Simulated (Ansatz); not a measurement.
Reaction (hydrogenolysis of the Si–C bond): `C=C[Si](O)(Cl)Cl` + H₂ → `O[SiH](Cl)Cl` + `C=C`

Gas-phase electronic energies from Ansatz, PBE0-D4/def2-TZVP geometries. CBS: MP2 limit from def2 TZ/QZ plus the TZ coupled-cluster correction, frozen cores. This one scheme is used for every species. DFT in def2-TZVPP. Each species was taken in one conformer, which may not be the lowest.

```tsv
species	BLYP-D4 energy (Eh)
`C=C[Si](O)(Cl)Cl`	-1363.95185
H₂	-1.16977
`O[SiH](Cl)Cl`	-1286.54063
`C=C`	-78.58174
```

Question: Work out ΔE.

Answer: ΔE = (-1286.54063) + (-78.58174) − (-1363.95185) − (-1.16977) = -0.00075 Eh = -2.0 kJ/mol. CCSD(T)/CBS gives -6.7 kJ/mol.

Largest T1 diagnostic among the species: 0.011.

Leaving LDA and LC-ωPBE aside and taking each functional with its dispersion term where it has one, the values, not all of them listed here, spread over 18.5 kJ/mol, from B2PLYP to revPBE-D4. LDA lies +9.3 kJ/mol from PBE without D4. The D4 term adds +15.4 kJ/mol with B3LYP and +8.6 kJ/mol with PBE0; it sums over pairs of atoms, weighted by their polarisabilities, and B3LYP, whose exchange is more repulsive, gets the larger term. From r2SCAN to r2SCAN0 (25 % exact exchange), in def2-TZVPP and without D4, ΔE moves by −3.6 kJ/mol.

B3LYP here is the variant with VWN-RPA as its local correlation; programs differ in this.
